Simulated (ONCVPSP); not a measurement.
# Building the ONCV potential for manganese (PBEsol, non-relativistic).

```json
{
 "Element": "manganese (Mn)",
 "Generator": "ONCVPSP 4.0.1",
 "Type": "optimised norm-conserving Vanderbilt (ONCV)",
 "Functional": "PBEsol",
 "Relativity": "non-relativistic",
 "Frozen core": "[Ne]",
 "Valence charge": "15",
 "Reference configuration": "3s2 3p6 3d4 (charge +3)",
 "Partial waves": "3s: rc 1.15 bohr, ncon 5, nbas 8, qcut 12.9 1/bohr, 2 projectors, debl 1.7 Ha; 3p: rc 1.10 bohr, ncon 5, nbas 9, qcut 9.9 1/bohr, 1 projector; 3d: rc 1.15 bohr, ncon 4, nbas 8, qcut 11 1/bohr, 2 projectors, debl 3.6 Ha",
 "Local potential": "polynomial inside 0.80 bohr (lpopt 1, dvloc0 1 Ha)",
 "Core correction": "Teter function, fcfact 5.25, rcfact 1.45"
}
```

In the s channel the program set the typed energies aside and used -4.403, 0.250 Ha.

All-electron outer shells of the reference configuration (PBEsol, non-relativistic, ld1.x):

```json
{"shell": "3s", "level (eV)": "-119.80", "outermost node (bohr)": "0.35", "outermost maximum (bohr)": "0.75"}
{"shell": "3p", "level (eV)": "-89.79", "outermost node (bohr)": "0.31", "outermost maximum (bohr)": "0.75"}
{"shell": "3d", "level (eV)": "-41.40", "outermost node (bohr)": "–", "outermost maximum (bohr)": "0.74"}
```

(1) Estimate the cutoffs (Ha) at which the residual kinetic energy of the hardest occupied pseudo-wave falls to 1 and 0.1 mHa per electron.

(2) Does the potential have ghost states?

(3) Tests: 3s2 3p6 3d5 4s2; 3s2 3p6 3d5 4s1; 3s2 3p6 3d5; 3s1 3p6 3d5 4s2. Which has the largest error in its energy relative to the reference configuration, and how large is it?

Answers

(1) 57 Ha and 125 Ha.

(2) No bound ghost flagged; GHOST(+) flags only above 600 eV.

(3) 3s2 3p6 3d5, with +18 meV (all-electron minus pseudo) on -32.68 eV.
